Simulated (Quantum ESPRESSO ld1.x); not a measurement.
The numbers below are computed, except where a source is named.
Task: These are the eigenvalues of the occupied orbitals of an atom or ion with whole-number occupations (eV). Level of theory: scalar-relativistic Kohn-Sham, LDA (Slater exchange, Perdew-Zunger correlation), spin-polarised, spherical densities, point nucleus (ld1.x of Quantum ESPRESSO 7.5).

| orbital | eigenvalue |
|---|---|
| 1s up | -63282.8 |
| 2s up | -15354.1 |
| 2s down | -15269.8 |
| 2p up | -14488.5 |
| 3s up | -6544.97 |

Which element is it, and in what charge state? The configuration may be excited. Open shells, if any, are filled with parallel spins first.

Result: Z = 67, holmium, charge +62: Ho62+ in 1s1 2s2 2p1 3s1. The list shows which subshells hold electrons but not how many an open one holds; the 1s level, -2325.6 hartree, gives Z - s = 68.2 by -(Z - s)^2/2, which with screening and relativity narrows Z to a few neighbours, and the depths of the outer levels then fix element, charge and occupations together.
